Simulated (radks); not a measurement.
Species: Lu LXI. Configuration: [Ne] 3s1.

Calculated with a radial shooting solver on a logarithmic mesh with Libxc functionals: scalar-relativistic Kohn-Sham, PBEsol, spin-polarised, spherical densities, finite nucleus; open shells are filled with parallel spins first (spin-orbit coupling, left out, can overturn this in heavy ions); Fermi nuclear charge, rms radius 5.37 fm.

Energy parts (eV):
| part | energy |
|---|---|
| total | -280954.89 |
| kinetic | 314955.45 |
| electron-nucleus | -614915.79 |
| Hartree | 22526.87 |
| exchange-correlation | -3521.42 |

Orbitals (lengths in bohr, moments of r in powers of bohr; <r^-3> diverges for s and p1/2):
orbital  occ.  eigenvalue (eV)  <1/r>  <r^-3>
1s up       1        -68240.44  82.21       -
1s down     1        -68236.14  82.20       -
2s up       1        -15512.34  19.49       -
2s down     1        -15507.53  19.49       -
2p up       3        -14267.14  17.82   17440
2p down     3        -14262.81  17.82   17440
3s up       1        -6418.682  8.002       -
3s down     0        -6392.536  8.011       -

The highest occupied level is 3s up at -6418.7 eV. Spin moment in Bohr magnetons: 1. Summed over all electrons, <r^2> = 0.09595 bohr^2, which gives a Langevin (diamagnetic) susceptibility term of -0.076 x 10^-6 cm^3/mol. For comparison, the ionisation energy in NIST's Atomic Spectra Database is 6452 eV (theoretical). In exact Kohn-Sham theory the highest level is minus the ionisation energy, but local and semilocal functionals leave it too shallow, through self-interaction and a potential that decays too fast; potentials with the right tail come closer.
